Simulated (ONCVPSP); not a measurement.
# Co, ONCV: configuration errors across variants

```json
{
 "Element": "cobalt",
 "Generator": "ONCVPSP 4.0.1",
 "Type": "optimised norm-conserving Vanderbilt (ONCV)",
 "Functional": "BLYP",
 "Relativity": "fully relativistic",
 "Frozen core": "[Ne]",
 "Valence charge": "17",
 "Reference configuration": "3s2 3p6 3d7 4s1.5 (charge +0.5)",
 "Partial waves": "3s+4s: rc 1.25 bohr, ncon 4, nbas 8, qcut 9.2 1/bohr, 2 projectors; 3p: rc 1.15 bohr, ncon 5, nbas 8, qcut 14 1/bohr, 2 projectors, debl 3.3 Ha; 3d: rc 1.00 bohr, ncon 4, nbas 8, qcut 17.6 1/bohr, local",
 "Local potential": "the d channel",
 "Core correction": "none"
}
```

Open shells are filled in proportion to 2j + 1.

All-electron excitation energies from the reference (eV): (1) 3s2 3p6 3d7 4s2 -3.590; (2) 3s2 3p6 3d7 4s1 5.453; (3) 3s2 3p6 3d7 4s0 22.426; (4) 3s2 3p6 3d6 4s2 11.492.

4 further variants failed, have other tests or another functional or relativity, and are left out.

Errors AE − PS in meV (a dash: test not solved or not reliable):

| change | (1) | (2) | (3) | (4) | bound ghosts | GHOST(+) flags above zero |
| --- | --- | --- | --- | --- | --- | --- |
| base | 0.0 | +0.2 | +2.2 | +3.5 | none | s, p3/2, p1/2 |
| s: qcut 5.8; p: qcut 8.8; d: qcut 11.1 | 0.0 | +0.3 | +2.8 | +1.1 | none | s |
| s: nproj 4 | 0.0 | +0.2 | +2.2 | +3.4 | none | s, p3/2, p1/2 |
| d: nbas 7 | 0.0 | +0.3 | +2.2 | +3.5 | none | s, p3/2, p1/2 |
| core correction Teter function, fcfact 4.25, rcfact 1.3 | 0.0 | +0.2 | +1.5 | +2.7 | none | s, p3/2, p1/2 |
| d: qcut 17.3 | 0.0 | +0.2 | +2.2 | +3.4 | none | s, p3/2, p1/2 |

Problem. Give the same row for: s: rc 1.76.

Solution. +0.1, +0.2, +2.2, +6.6; bound ghosts: none; GHOST(+) flags above zero: s, p3/2, p1/2.
